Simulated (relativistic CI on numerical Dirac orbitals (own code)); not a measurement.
## Hyperfine structure of Hf26+, mass number 179

Method of calculation: Dirac-Coulomb-Breit CI, orbitals from a KLI potential per configuration, model QED, unscaled Slater integrals (own radial code, finite nucleus).

CI space (outside the closed core [Ar] 3d10): 4s²4p⁶4d¹⁰, 4s²4p⁶4d⁹4f, 4s²4p⁵4d¹⁰4f, 4s4p⁶4d¹⁰4f, 4s²4p⁶4d⁹5s, 4s²4p⁶4d⁹5p, 4s²4p⁶4d⁹5d, 4s²4p⁵4d¹⁰5s, 4p⁶4d¹⁰4f², 4p⁶4d⁹4f³, 4p⁵4d¹⁰4f³, 4p⁶4d⁹4f²5s, 4p⁶4d⁹4f²5p, 4p⁶4d⁹4f²5d. Double excitations out of closed p, d and f shells are left out; levels of such configurations are missing from the list, as are those of other unlisted configurations, and high levels can miss mixing partners. These lack a partner that the ground configuration has and come out too high: 4s²4p⁵4d¹⁰5s.

Nuclear spin I = 9/2, μ = -0.6389 μN, Q = 3.79 b (tables of Stone and Pyykkö). The electronic factors are computed for point nuclear moments, without core polarisation or the Bohr-Weisskopf and QED corrections.

| Level | E (eV) | A (MHz) | B (MHz) |
| --- | --- | --- | --- |
| 4s²4p⁶4d⁹4f ³P°1 | 181.861 | -351.7 | 8100 |
| 4s²4p⁶4d⁹4f ³P°2 | 185.650 | -356.7 | 13600 |
| 4s²4p⁶4d⁹4f ³H°5 | 186.595 | -843.2 | -48000 |
| 4s²4p⁶4d⁹4f ³H°6 | 187.906 | -646.2 | -46900 |
| 4s²4p⁶4d⁹4f ³F°3 | 189.388 | -767.9 | 5080 |
| 4s²4p⁶4d⁹4f ³F°4 | 192.412 | -603.4 | 19100 |
| 4s²4p⁶4d⁹4f ³G°5 | 194.135 | -636.9 | -16200 |
| 4s²4p⁶4d⁹4f ³D°1 | 195.357 | 478.7 | 6340 |

Levels with J = 0, under 50 % of one LS term, or S terms without an open s electron are left out. Small factors come from cancelling terms and can be off by tens of per cent or more.

At this charge energies of transitions that change n are usually good to better than 1 %, and those within a shell (Δn = 0) to a few per cent.

Task: Give the hyperfine levels of 4s²4p⁶4d⁹4f ³P°1 relative to its centre of gravity.

Result: With K = F(F + 1) − I(I + 1) − J(J + 1), E = AK/2 + B[¾K(K + 1) − I(I + 1)J(J + 1)]/[2I(2I − 1)J(2J − 1)]: F = 7/2: 5646, F = 9/2: -5047, F = 11/2: 441.8 MHz.

LS names give the leading component of a level, which can be under half, so a name can repeat, a term be missing and a line seem to break the LS rules.
